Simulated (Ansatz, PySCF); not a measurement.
CH7Cl2NSi2, SMILES Cl[Si](Cl)(C)N[SiH3]. Atoms are numbered in the order given.

```xyz
13

C      1.8383    -0.7640    -0.7893
Si     0.4686     0.0684     0.1355
Cl     0.3514     2.0303    -0.5280
Cl     0.8975     0.1362     2.1563
N     -1.0459    -0.7312    -0.0037
Si    -1.8713    -1.2620    -1.4500
H      1.9639    -1.7964    -0.4303
H      2.7807    -0.2168    -0.6417
H      1.6191    -0.7868    -1.8675
H     -1.5994    -0.7138     0.8502
H     -0.8801    -1.1948    -2.5626
H     -2.3557    -2.6667    -1.2951
H     -3.0465    -0.4018    -1.7847
```
Charge 0, spin multiplicity 1.

Geometry optimised at PBE0-D3(BJ)/def2-SVP. One conformer was computed; it need not be the lowest.

Two levels are set side by side: PBE-D3(BJ)/def2-SVP (Ansatz, a first-principles code) and PBE0-D3(BJ)/def2-SVP (Ansatz). Each level has its own optimised geometry; the coordinates shown are those of the second. Frequencies come from the Hessian of PySCF at each geometry. Differences are taken from unrounded values.

```tsv
quantity	PBE0-D3(BJ)	PBE-D3(BJ)	PBE-D3(BJ) minus PBE0-D3(BJ)
mean bond length (Å)	1.521	1.533	0.011
bond C1–Si2 (Å)	1.851	1.863	0.012
bond Si2–Cl3 (Å)	2.074	2.091	0.017
bond Si2–Cl4 (Å)	2.067	2.082	0.015
bond Si2–N5 (Å)	1.718	1.733	0.015
bond N5–Si6 (Å)	1.748	1.761	0.013
bond C1–H7 (Å)	1.100	1.108	0.008
bond C1–H8 (Å)	1.100	1.107	0.008
bond C1–H9 (Å)	1.100	1.108	0.008
bond N5–H10 (Å)	1.018	1.026	0.009
bond Si6–H11 (Å)	1.492	1.502	0.010
bond Si6–H12 (Å)	1.494	1.505	0.011
bond Si6–H13 (Å)	1.494	1.506	0.012
highest harmonic wavenumber (cm⁻¹)	3610	3495	-116
mean harmonic wavenumber (cm⁻¹)	1100	1065	-35
zero-point energy (kcal/mol)	51.91	50.25	-1.67
```

GGA bonds tend to be longer and softer than those of functionals with exact exchange. Differences between two approximate levels are no errors against the true value.
